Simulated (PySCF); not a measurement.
**Level of theory and gas-phase deprotonation enthalpies: `N#C[SiH2]O` (CH3NOSi)**

Atom numbers as in the mapped SMILES `[N:1]#[C:2][SiH2:3][OH:4]`.

All levels share the GFN2-xTB structures and the GFN2-xTB thermal terms; only the single-point energies (PySCF) change. Values are gas-phase deprotonation enthalpies (298 K, kJ/mol).

| level | O4 | Si3 | time |
| --- | --- | --- | --- |
| BLYP-D3(BJ)/ma-def2-TZVP | 1399 | 1485 | 51 s |
| B3LYP/jun-cc-pV(T+d)Z | 1414 | 1500 | 26 s |
| ωB97X-D3(BJ)/ma-def2-TZVP | 1422 | 1517 | – |
| PBE0-D3(BJ)/def2-SVP (grid 3) | 1455 | 1517 | 16 s |

Times are wall times for all single points of a level on 1 thread of Arm Neoverse N1, a shared host; the dash marks the run that also made the structures. BLYP ran on a slower path of this set-up, which computes the density-fitting integrals anew in every SCF cycle while the other levels store them. So the times needn't show the usual order of cost, and those levels read slower than they are.

The widest spread is that of O4: 55 kJ/mol, from 1399 to 1455.

Bases without diffuse functions serve anions poorly.

Differences come from unrounded values, so a last digit can differ from that of the printed terms.
